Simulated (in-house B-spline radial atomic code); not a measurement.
Cu⁵⁺: [Ar] 3d6

All numbers are computed (Dirac-Kohn-Sham PBE, spherical fractional occupations; Fermi nucleus of rms radius 3.8823 fm) with a radial B-spline atomic code at the basis-set limit, not measured.

Effective charges: Z_r = [3n² - l(l+1)]/(2<r>) from the radius, Z_e = n√(-2ε) from the energy, and Slater's rules. Values are occupation-weighted means over j.

```csv
shell,electrons,ε (eV),<r> (bohr),Z_r,Z_e,Slater
1s,2,-8947.4,0.05213,28.77,25.64,28.70
2s,2,-1162.9,0.2349,25.54,18.49,24.85
2p,6,-1017.3,0.2064,24.23,17.29,24.85
3s,2,-209.09,0.6915,19.52,11.76,17.75
3p,6,-165.67,0.7138,17.51,10.47,17.75
3d,6,-95.341,0.7636,13.75,7.94,9.25
```

The least bound orbital is 3d5/2 at -95.18 eV, and it is also the most diffuse (<r> = 0.7648 bohr).

Spin-orbit splittings of the orbital energies (j = l + 1/2 above j = l - 1/2 when positive): 2p 20.48 eV, 3p 2.818 eV, 3d 0.3914 eV.

For the 1s electron the small component carries 1.09 % of the norm, the zero-frequency Breit interaction raises the level by 11.85 eV, self-energy by 6 eV, and vacuum polarisation lowers it by 0.5449 eV.
